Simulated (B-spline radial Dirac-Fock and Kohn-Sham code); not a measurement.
Calculated with an atomic code on a B-spline grid, using Dirac-Hartree-Slater photoionisation with all multipoles and Dirac-Fock thresholds. Kinetic energies are from the vacuum level. Open shells are spread statistically over j, without multiplet splitting. Without correlation, outer binding energies are uncertain by a few eV, most for open f shells.

Q: A free atom or ion in its tabulated ground configuration is ionised with 674 eV photons and gives these photoelectron lines. Identify it and assign the lines.

| kinetic energy (eV) | relative cross section |
| --- | --- |
| 96.21 | 67.7 |
| 105.6 | 100.0 |
| 472.0 | 2.8 |
| 518.7 | 3.0 |
| 527.3 | 6.4 |
| 602.3 | 6.8 |
| 603.5 | 10.0 |
| 632.4 | 0.47 |

A: Sb³⁺, [Kr] 4d10 5s2. Binding energies are hν less the kinetic energy: 3d3/2 577.8 eV, 3d5/2 568.4 eV, 4s 202.0 eV, 4p1/2 155.3 eV, 4p3/2 146.7 eV, 4d3/2 71.71 eV, 4d5/2 70.47 eV, 5s 41.62 eV.

Q: A free atom or ion in its tabulated ground configuration is ionised with 2250 eV photons and gives these photoelectron lines. Identify it and assign the lines.

| kinetic energy (eV) | relative cross section |
| --- | --- |
| 173.7 | 69.6 |
| 244.7 | 100.0 |
| 1542.7 | 3.2 |
| 1652.4 | 3.9 |
| 1731.0 | 8.8 |
| 1911.1 | 9.8 |
| 1925.6 | 13.9 |
| 2114.1 | 0.66 |
| 2150.5 | 0.68 |
| 2155.3 | 4.2 |
| 2158.0 | 5.3 |
| 2162.9 | 1.4 |
| 2209.2 | 0.45 |
| 2210.4 | 0.63 |

A: Os³⁺, [Xe] 4f14 5d5. Binding energies are hν less the kinetic energy: 3d3/2 2076.3 eV, 3d5/2 2005.3 eV, 4s 707.3 eV, 4p1/2 597.6 eV, 4p3/2 519.0 eV, 4d3/2 338.9 eV, 4d5/2 324.4 eV, 5s 135.9 eV, 5p1/2 99.52 eV, 4f5/2 94.71 eV, 4f7/2 92.03 eV, 5p3/2 87.07 eV, 5d3/2 40.75 eV, 5d5/2 39.56 eV.

Q: A free atom or ion in its tabulated ground configuration is ionised with 1060 eV photons and gives these photoelectron lines. Identify it and assign the lines.

```csv
kinetic energy (eV),relative cross section
319.7,21.5
426.0,29.3
451.3,60.3
638.6,68.6
643.4,100.0
871.5,5.0
908.2,5.6
912.6,11.1
964.0,2.4
964.6,3.5
```

A: Rh⁶⁺, [Kr] 4d3. Binding energies are hν less the kinetic energy: 3s 740.3 eV, 3p1/2 634.0 eV, 3p3/2 608.7 eV, 3d3/2 421.4 eV, 3d5/2 416.6 eV, 4s 188.5 eV, 4p1/2 151.8 eV, 4p3/2 147.4 eV, 4d3/2 96.05 eV, 4d5/2 95.44 eV.

Q: A free atom or ion in its tabulated ground configuration is ionised with 4760 eV photons and gives these photoelectron lines. Identify it and assign the lines.

```
kinetic energy (eV)  relative cross section
             3956.2                   100.0
             4070.8                    32.4
             4079.3                    61.4
             4587.2                    15.4
             4623.3                     4.5
             4624.4                     8.5
             4670.4                   0.025
             4670.5                   0.037
```

A: Cr⁵⁺, [Ar] 3d1. Binding energies are hν less the kinetic energy: 2s 803.8 eV, 2p1/2 689.2 eV, 2p3/2 680.7 eV, 3s 172.8 eV, 3p1/2 136.7 eV, 3p3/2 135.6 eV, 3d3/2 89.60 eV, 3d5/2 89.48 eV.

Q: A free atom or ion in its tabulated ground configuration is ionised with Ga Kα (9251.7 eV) photons and gives these photoelectron lines. Identify it and assign the lines.

```tsv
kinetic energy (eV)	relative cross section
5417.0	100.0
8465.9	8.7
8495.6	0.15
8498.6	0.29
```

A: Ar¹³⁺, [He] 2s2 2p1. Binding energies are hν less the kinetic energy: 1s 3834.7 eV, 2s 785.8 eV, 2p1/2 756.1 eV, 2p3/2 753.1 eV.
